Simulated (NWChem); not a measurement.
System: WO2F, doublet; SMILES [O]=[W]([F])=[O]

This spin state was assumed; another may lie lower. def2 effective core potentials on W; no spin-orbit coupling.

### Question
Give the equilibrium geometry at PBE0/def2-SVP with def2 effective core potentials on W, spin-unrestricted (NWChem) as a list of bonds and angles, with the point group.

### Answer
point group Cs; any orientation.
Bond lengths (Å): W1–O2 1.701, W1–O3 1.701, W1–F4 1.879. Angles (°): O2–W1–O3 109.5, O2–W1–F4 121.5, O3–W1–F4 121.5.
